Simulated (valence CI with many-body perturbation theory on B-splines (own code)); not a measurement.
**Hf LII in brief**

Level of theory: valence CI with perturbative core correlation (CI+MBPT): three valence electrons over a frozen Dirac-Fock core [Ar], a basis of 9 s, 9 p, 10 d, 8 f, 5 g, 3 h, 1 i functions for each j, with the one-electron correlation potential Σ1, the two-electron term Σ2, the three-electron term Σ3, Breit, model QED; selected CI, second order for the rest (own B-spline code, finite nucleus).

No measured spectrum was set against this ion. As an estimate, large intervals hold to a few tenths of a per cent, small ones and those within an open d or f shell to about a per cent. The list stops below the first excitations out of the core. Only levels of the ground parity were solved; by the run's estimate the other parity begins above the list, which can be wrong where configurations are misplaced.

Levels are named by their leading jj configuration (3d3/2^4 stands for four electrons in 3d with j = 3/2), which in mixed levels can hold well under half, so a name can repeat and another be missing.

Rates and lifetimes use the calculated energies. Strong lines usually hold to 10 to 20 %, long lifetimes can be off by a factor of two.

(1) What is the ground level?

(2) How well does LS coupling describe the low levels?

(3) What is the ionisation energy?

Answers

(1) (3d3/2^3) J=3/2, composition 45 % 3d3 4F + 39 % 3d3 2D + 11 % 3d3 2P, g = 0.714.

(2) Among the lowest 19 levels the leading LS term, summed over configurations, holds 56 % on average. For single configurations the figures are 56 % in LS and 98 % in jj coupling. Terms mix most in the J = 3/2 level at 63.05 eV, where the leading one holds 38 %.

(3) 4704.3 eV; NIST lists 4703 ± 4 eV (theoretical).
